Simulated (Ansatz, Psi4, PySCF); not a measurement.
IZn, doublet, at a GFN2-xTB geometry (such geometries of metal compounds can be far from the true shape) (the spin is typed, not shown lowest) (core potentials on I). Base run: PBE/def2-TZVP run with PySCF.

Input for PySCF:
```python
from pyscf import gto, scf, dft

mol = gto.Mole()
mol.atom = '''
    Zn   -0.00000000   -0.00000000   -1.67739996
    I     0.00000000    0.00000000    0.94947168
'''
mol.basis = 'def2-tzvp'
mol.ecp = {'I': 'def2-tzvp'}
mol.spin = 1
mol.verbose = 3
mol.build()

mf = dft.UKS(mol)
mf.xc = 'pbe'
mf.kernel()
```

The same geometry, method and basis name were run in Ansatz (a quantum-chemistry and plane-wave program) and Psi4 and PySCF, at each program's defaults and at the settings that a row names. The base is PySCF at its defaults. Differences at the defaults can come from grids, fitting, cores and function types together.

```tsv
code and settings	ΔE vs base (µEh)	basis functions	E (Eh)	SCF cycles	dipole (D)
PySCF, defaults (exact integrals, its default grid, spherical functions)	0.0	98	-2076.84758	13	2.38
Psi4, defaults (density fitting with its default set, its default grid, spherical functions)	-59.3	98	-2076.84764	12	2.38
Ansatz, defaults (factorised integrals, its default grid, spherical functions)	-2.5	98	-2076.84758	-	-
PySCF, density fitting with def2-universal-jkfit	-49.1	98	-2076.84763	13	2.38
PySCF, fine grid	-1.8	98	-2076.84758	13	2.38
Psi4, exact integrals, spherical functions, fine grid	-3.6	98	-2076.84758	16	2.38
Ansatz, high accuracy	-2.7	98	-2076.84758	-	-
```

Open shells are given as the SCF converged; they aren't shown to be the lowest states, and a large step between rows can be another state.
